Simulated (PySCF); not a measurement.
F2GeH4Si, SMILES [SiH](F)(F)[GeH3]. Atoms are numbered in the order given.

```xyz
8

Si    -1.0429     0.3849     0.0000
F     -1.7017    -0.3191     1.3008
F     -1.7017    -0.3191    -1.3008
Ge     1.2902    -0.0339     0.0000
H     -1.4567     1.8118     0.0000
H      1.9299     0.5893    -1.2520
H      1.9299     0.5893     1.2520
H      1.5432    -1.5494     0.0000
```
Charge 0, spin multiplicity 1.

Geometry: PBE0-D3(BJ)/def2-SVP. This is a generated structure with no PubChem entry under its InChIKey; it may be hypothetical.

Two levels are set side by side: PBE/pcSseg-1 (PySCF) and B3LYP/pcSseg-1 (PySCF). GIAO shifts against CFCl3 (¹⁹F), GeH4 (⁷³Ge), TMS (²⁹Si), TMS (¹H) at the same level; non-relativistic, no solvent, atoms listed together averaged. Differences are taken from unrounded values.

| quantity | B3LYP | PBE | PBE minus B3LYP |
|---|---|---|---|
| δ(²⁹Si) of Si1 (ppm) | 16.9 | 24.0 | 7.1 |
| δ(¹⁹F) of F2, F3 (ppm) | -154.5 | -165.2 | -10.7 |
| δ(⁷³Ge) of Ge4 (ppm) | -25.7 | -30.1 | -4.4 |
| δ(¹H) of H5 (ppm) | 5.98 | 6.38 | 0.40 |

Rough cost on one machine, each run with all the roots and properties that it gave: B3LYP against PBE within a factor of 2.
